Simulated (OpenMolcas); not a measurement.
N²⁺: input and output

Input:

```
&GATEWAY
Coord
1

N 0.0 0.0 0.0
Basis=ANO-RCC-VDZP
Group=XYZ
NoMove
AngMom=0.0 0.0 0.0
AMFI
&SEWARD
&RASSCF
FileOrb=start.orb
Symmetry=2
Spin=4
nActEl=3 0 0
Inactive=1 0
Ras2=1 3
CIRoot=1 1 1
SDav=1
CIMx=300
Iter=120 100
PrWF=0.3
OrbListing=Nothing
MaxOrb=0
Atom
>>> COPY $Project.JobIph JOB001
&RASSCF
FileOrb=start.orb
Symmetry=2
Spin=2
nActEl=3 0 0
Inactive=1 0
Ras2=1 3
CIRoot=8 8 1
SDav=11
CIMx=300
Iter=120 100
PrWF=0.3
OrbListing=Nothing
MaxOrb=0
Atom
>>> COPY $Project.JobIph JOB002
&RASSCF
FileOrb=start.orb
Symmetry=1
Spin=4
nActEl=3 0 0
Inactive=1 0
Ras2=1 3
CIRoot=3 3 1
SDav=3
CIMx=300
Iter=120 100
PrWF=0.3
OrbListing=Nothing
MaxOrb=0
Atom
>>> COPY $Project.JobIph JOB003
&RASSCF
FileOrb=start.orb
Symmetry=1
Spin=2
nActEl=3 0 0
Inactive=1 0
Ras2=1 3
CIRoot=9 9 1
SDav=9
CIMx=300
Iter=120 100
PrWF=0.3
OrbListing=Nothing
MaxOrb=0
Atom
>>> COPY $Project.JobIph JOB004
&RASSI
NrOfJobIphs=4 1 3 3 9
1
1 2 3
1 2 3
1 2 3 4 5 6 7 8 9
IphNames
JOB001
JOB002
JOB003
JOB004
EJob
SpinOrbit
DIPRint=1.0
SOCoupling=1000.0
Subsets=2
MEES
Property=10
'ANGMOM' 1 'ANGMOM' 2 'ANGMOM' 3 'MLTPL  1' 1 'MLTPL  1' 2 'MLTPL  1' 3
'AMFI' 1 'AMFI' 2 'AMFI' 3 'MLTPL  2' 6
SOProperty=3
'ANGMOM' 1 'ANGMOM' 2 'ANGMOM' 3
```

Launched by
```bash
OMP_NUM_THREADS=1 MOLCAS_MEM=2252 MOLCAS_PROJECT=a pymolcas a.inp > a.log  # once for each step of the input, in one work folder
```

A driver script runs the steps one by one and writes start.orb anew before each from the orbitals found so far.

Output, cut to the results:

```
--- SEWARD ---
Basis set label: N.ANO-RCC...3S2P1D.

      Electronic valence basis set:
      ------------------
      Associated Effective Charge   7.000000 au
      Associated Actual Charge      7.000000 au
      Nuclear Model: Point charge

      Shell  nPrim  nBasis  Cartesian Spherical Contaminant
         s      14       3        X
         p       9       2        X
         d       4       1                 X
                  Relativistic Douglas-Kroll-Hess integrals:
                    - DKH order of Hamiltonian: 2
                    - DKH order of Properties : 0
                  Atomic mean-field integrals
--- RASSCF ---
Wave function specifications:
      -----------------------------

      Number of closed shell electrons           2
      Number of electrons in active shells       3
      Max number of holes in RAS1 space          0
      Max nr of electrons in RAS3 space          0
      Number of inactive orbitals                1
      Number of active orbitals                  4
      Number of secondary orbitals               9
      Spin quantum number                      1.5
      State symmetry                             2
Orbital specifications:
      -----------------------

      Symmetry species                           1   2
                                                ag  au
      Frozen orbitals                            0   0
      Inactive orbitals                          1   0
      Active orbitals                            1   3
      RAS1 orbitals                              0   0
      RAS2 orbitals                              1   3
      RAS3 orbitals                              0   0
      Secondary orbitals                         6   3
      Deleted orbitals                           0   0
      Number of basis functions                  8   6
      Number of CSFs                             1
      Number of root(s) required                 1
      Iter CI   SX   CI       RASSCF       Energy    max ROT     max BLB   max BLB  Level Ln srch  Step   QN
          iter iter root      energy       change     param      element    value   shift minimum  type update
 Nr of preliminary CI iterations:   1
 ###############################################################################
 ###############################################################################
 ###                                                                         ###
 ###                                                                         ###
 ###    WARNING: Problems in orbital optimization.                           ###
 ###                                                                         ###
 ###                                                                         ###
 ###############################################################################
 ###############################################################################
  Warning: In symmetry  1, orbital p=   2 has diagonal density matrix element D(p,p) close to zero. D(p,p)=  0.000000E+00
        1   1    1    1   -52.05280392    0.00E+00   0.00E+00    1   3 1  2.87E-10   0.50   0.00    SX    NO
        ...
 ###############################################################################
 ###############################################################################
  Warning: In symmetry  1, orbital p=   2 has diagonal density matrix element D(p,p) close to zero. D(p,p)=  0.000000E+00
        4   1    1    1   -52.05280392   -1.42E-14   0.00E+00    1   3 1  2.87E-10   0.50   0.00    SX    NO
      Convergence after  4 iterations
        5   1    1    1   -52.05280392    3.55E-14   0.00E+00    1   3 1  2.87E-10   0.50   0.00    SX    NO
      Natural orbitals and occupation numbers for root  1
      sym 1:   0.000000
      sym 2:   1.000000   1.000000   1.000000
::    RASSCF root number  1 Total energy:    -52.05280392
--- RASSCF ---
Wave function specifications:
      -----------------------------

      Number of closed shell electrons           2
      Number of electrons in active shells       3
      Max number of holes in RAS1 space          0
      Max nr of electrons in RAS3 space          0
      Number of inactive orbitals                1
      Number of active orbitals                  4
      Number of secondary orbitals               9
      Spin quantum number                      0.5
      State symmetry                             2
Orbital specifications:
      -----------------------

...
--- RASSI ---
SPIN-FREE ENERGIES:
  (Shifted by EMIN (a.u.) =        -52.8920354932)

 SF State       Relative EMIN(au)   Rel lowest level(eV)    D:o, cm**(-1)      L_eff

     2             0.0000000000        0.0000000000              0.0000         1.0
     3             0.0000000000        0.0000000000              0.0000         1.0
     4             0.0000000000        0.0000000000              0.0000         1.0
     5             0.2347944327        6.3890819963          51531.4216         1.0
     6             0.2347944327        6.3890819963          51531.4216         1.0
     7             0.2347944327        6.3890819963          51531.4216         1.0
     8             0.4872866952       13.2597464754         106947.0678         2.0
     9             0.4872866952       13.2597464754         106947.0678         2.0
    10             0.4872866952       13.2597464754         106947.0678         2.0
    11             0.4872866952       13.2597464754         106947.0678         2.0
    12             0.4872866952       13.2597464754         106947.0678         2.0
    13             0.6208219083       16.8934247372         136254.6595         0.0
    14             0.7160360370       19.4843331685         157151.7453         1.0
    15             0.7160360370       19.4843331685         157151.7453         1.0
    16             0.7160360370       19.4843331685         157151.7453         1.0
     1             0.8392315735       22.8366544960         184190.0402         0.0
     Dipole printing threshold changed to   1.00000000E+00

++ Dipole transition strengths (spin-free states):
   -----------------------------------------------
     for osc. strength at least  1.00000000E+00

  ( Max oscillator strength is only   0.21514540049614914      )
--
Eigenvalues of complex Hamiltonian:
   -----------------------------------
  (Shifted by EMIN (a.u.) =        -52.8920354932)

...
```

Levels above the lowest, from the spin-orbit matrix, grouped by J:

```csv
Configuration,Term,J,E (cm⁻¹),Measured (cm⁻¹),g,Term weight %
2s² 2p,²P°,1/2,0.0,0.0,0.666,100
2s² 2p,²P°,3/2,160,174,1.334,100
2s 2p²,⁴P,1/2,51541,,2.671,100
2s 2p²,⁴P,3/2,51599,57247,1.735,100
2s 2p²,⁴P,5/2,51696,57328,1.601,100
2s 2p²,²D,3/2,107053,101031,0.800,100
2s 2p²,²D,5/2,107054,101024,1.200,100
2s 2p²,²S,1/2,136361,131004,2.002,100
2s 2p²,²P,1/2,157185,145876,0.666,100
2s 2p²,²P,3/2,157295,145986,1.334,100
```

Against the 8 measured excited levels shown (Moore, Selected Tables of Atomic Spectra, NSRDS-NBS 3, section 5) the mean absolute deviation is 6400 cm-1; the largest miss in energy is 2s 2p² ²P_3/2: computed 157295, measured 145986 cm⁻¹ (+7.7 %), and the largest in proportion 2s 2p² ⁴P_3/2 (-9.9 %).

Measured partners are found by configuration, term and J. A level has none where our copy of the source lacks it or the pairing is in doubt (some pairs that miss far off the trend of their configuration count as doubtful), and it then counts in no deviation. Levels of configurations outside the active space are missing. The first state left out of the spin-orbit step lies near 210000 cm-1 above the lowest spin-free state of the reference (among the parities and spins computed), and the list stops at four fifths of that energy or lower.

The RASSCF and RASSI steps took 11 s on 1 thread of Arm Neoverse V1 (shared host); the integral step is not counted.

The term weight is that of the spin-free term in the level, not the purity of its configuration. ° marks odd parity.
